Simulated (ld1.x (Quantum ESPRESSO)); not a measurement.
**An all-electron radial function and its pseudo partner (Tl)**

Columns: radius, all-electron u(r) and pseudo u(r) of the 6p shell (level -5.28 eV) of thallium in the configuration [Xe] 4f14 5d10 6s2 6p0.5; PBEsol, non-relativistic, ultrasoft scheme, ld1.x (Quantum ESPRESSO) 7.5.

```
r (bohr)  all-electron  pseudo
   0.180       -0.0652  0.0081
   0.360        0.1526  0.0319
   0.540       -0.0476  0.0697
   0.720       -0.2233  0.1192
   0.900       -0.2403  0.1773
   1.080       -0.1493  0.2403
   1.260       -0.0145  0.3048
   1.440        0.1247  0.3672
   1.620        0.2496  0.4248
   1.800        0.3533  0.4752
   1.980        0.4350  0.5169
   2.160        0.4962  0.5492
   2.340        0.5396  0.5721
   2.520        0.5679  0.5862
   2.700        0.5835  0.5925
   2.880        0.5886  0.5921
   3.060        0.5853  0.5862
   3.240        0.5753  0.5753
   3.420        0.5600  0.5600
   3.600        0.5406  0.5406
   3.780        0.5184  0.5184
   3.960        0.4941  0.4941
   4.140        0.4686  0.4686
   4.320        0.4426  0.4426
   4.500        0.4164  0.4164
   4.680        0.3905  0.3905
```

**Question.** How many radial nodes do the two functions have?

**Answer.** The all-electron 6p function has n − l − 1 = 4 (the table is too coarse to show those close to the nucleus); the pseudo-wave has 0, since the states of the same l below it are removed with the core.

**Question.** At about which radius was the pseudo-wave matched?

**Answer.** 3.30 bohr, where the columns begin to agree (steps of 0.18 bohr).

**Question.** Is the pseudo-wave norm-conserving?

**Answer.** No, it belongs to an ultrasoft set: the norm inside the radius is not constrained, and the difference is carried by the augmentation charge.
